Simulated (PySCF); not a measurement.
Molecule: `C=C[C@H]1C=CC=CC1`, C8H10.

Cartesian coordinates in Å; atom numbers follow the order of the lines, from 1:
```xyz
18

C     2.7111    0.5633    0.0816
C     1.3973    0.5454    0.2000
C     0.4955   -0.4501   -0.4784
C    -0.1083   -1.3083    0.6033
C    -1.2607   -0.9776    1.1812
C    -2.0106    0.1812    0.7324
C    -1.7027    0.7802   -0.4156
C    -0.5992    0.2615   -1.2875
H     3.3226    1.2857    0.5955
H     3.2345   -0.1465   -0.5391
H     0.8861    1.2617    0.8292
H     1.0975   -1.0686   -1.1509
H     0.4788   -2.1478    0.9449
H    -1.6690   -1.5609    1.9938
H    -2.8254    0.5298    1.3497
H    -2.2685    1.6241   -0.7829
H    -1.0353   -0.4428   -2.0071
H    -0.1526    1.0762   -1.8616
```

Frames of a GFN2-xTB Langevin trajectory at 400 K; GIAO PBE0/pcSseg-1 shieldings in PySCF 2.14, gas phase, non-relativistic; equivalent atoms averaged within each frame.

Scale: TMS for ¹³C (186.93 ppm), ¹H (31.72 ppm) (reference shieldings calculated alike). The references are static minima.

Q: How do the shifts (ppm) fluctuate along the trajectory?

A: 
| time (fs) | C2 | C4 | C6 | C5 | C7 | C1 | C3 | C8 | H11 | H13 |
| --- | --- | --- | --- | --- | --- | --- | --- | --- | --- | --- |
| 250 | 154.5 | 144.3 | 132.0 | 128.7 | 128.3 | 122.9 | 43.8 | 31.2 | 7.44 | 6.99 |
| 425 | 146.8 | 136.2 | 132.0 | 125.2 | 139.4 | 121.8 | 41.8 | 33.5 | 6.34 | 5.97 |
| 625 | 151.8 | 145.1 | 134.1 | 128.9 | 140.9 | 124.0 | 50.3 | 34.0 | 7.05 | 6.22 |
| 800 | 146.4 | 133.3 | 133.1 | 121.3 | 134.5 | 113.1 | 54.6 | 29.2 | 5.89 | 5.88 |
| 1000 | 155.1 | 141.3 | 133.2 | 137.7 | 138.7 | 118.8 | 45.2 | 34.1 | 6.65 | 7.12 |
| mean of frames | 150.9 | 140.0 | 132.9 | 128.4 | 136.4 | 120.1 | 47.1 | 32.4 | 6.68 | 6.44 |
| standard deviation | 4.1 | 5.1 | 0.9 | 6.1 | 5.1 | 4.4 | 5.2 | 2.2 | 0.60 | 0.58 |

5 frames give an uncertainty of the mean of about the standard deviation over 2.2 at best, since frames this close in time may not be independent; classical motion lacks zero-point vibration, and the reference would need the same averaging.
